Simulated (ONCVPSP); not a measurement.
# indium: one change to an ONCV potential, before and after

* Element: indium
* Generator: ONCVPSP 4.0.1
* Type: optimised norm-conserving Vanderbilt (ONCV)
* Functional: LDA (Perdew-Wang 92)
* Relativity: scalar-relativistic
* Frozen core: [Kr]
* Valence charge: 13
* Reference configuration: 4d10 5s2 5p1
* Partial waves: 5s: rc 1.80 bohr, ncon 4, nbas 9, qcut 4.4 1/bohr, 2 projectors, debl 1.5 Ha; 5p: rc 2.85 bohr, ncon 5, nbas 9, qcut 3.2 1/bohr, 2 projectors, debl 2.9 Ha; 4d: rc 1.15 bohr, ncon 4, nbas 7, qcut 10 1/bohr, 2 projectors, debl 2.8 Ha
* Local potential: polynomial inside 0.75 bohr (lpopt 5, dvloc0 1 Ha)
* Core correction: Teter function, fcfact 3.75, rcfact 1.4

All-electron outer shells of the reference configuration (LDA (PZ), scalar-relativistic, ld1.x):

```
shell  level (eV)  outermost node (bohr)  outermost maximum (bohr)
   4s     -119.46                   0.41                      0.77
   4p      -78.05                   0.42                      0.82
   4d      -18.71                   0.40                      0.94
   5s       -8.49                   1.02                      2.13
   5p       -2.70                   1.14                      2.85
```

Change: functional PBE.

Cutoffs: the cutoffs (Ha) at which the residual kinetic energy of the hardest occupied pseudo-wave falls to 1 and 0.1 mHa per electron; they do not see the model core or the augmentation charge, which bear on the density cutoff. Errors are all-electron minus pseudo energies relative to the spin-unpolarised reference configuration.

Question: How do hardness, ghosts and transferability respond?

Answer: The potential gets neither clearly harder nor softer (41 Ha and 49 Ha → 41 Ha and 48 Ha); both files keep a bound ghost (p, s); of the 3 tests that both files solve, the error grows in 0 and shrinks in 2 by more than 15 % and 0.3 meV (median size 2.0 → 0.9 meV); the range in which the s phases agree widens (upper end 1.9 → at the end of the scan).

```tsv
quantity	base	changed
cutoff, loose	41 Ha	41 Ha
cutoff, tight	49 Ha	48 Ha
loose cutoff by channel	s 5.5 Ha, p 3.6 Ha, d 41 Ha	s 5.5 Ha, p 3.5 Ha, d 41 Ha
bound ghosts	s, p	s, p
GHOST(+) flags under 300 eV	s at 52.8 eV	s at 57.3 eV
tests with a reliable result	3 of 4	3 of 4
error for 4d10 5s2 5p0, meV [ΔE 5.59 → 5.36 eV]	-2.0	-0.9
error for 4d10 5s1 5p0, meV [ΔE 25.24 → 24.60 eV]	-8.5	-1.7
error for 4d10 5s1 5p2, meV [ΔE 5.94 → 5.84 eV]	-0.4	-0.6
s: phases at 1.83 bohr within 0.05 rad from the reference energy up to (Ha; the scan ends near 5)	1.9	to the end of the scan
p: phases at 2.90 bohr within 0.05 rad from the reference energy up to (Ha; the scan ends near 5)	1.9	2.0
d: phases at 1.17 bohr within 0.05 rad from the reference energy up to (Ha; the scan ends near 5)	to the end of the scan	to the end of the scan
rms error of d²Exc/dni dnj with the model core, mHa	1.24	0.98
```

 A true bound ghost makes a file unfit for plane-wave use even where its test errors are small: the radial tests pick states by their node count and pass the ghost by.
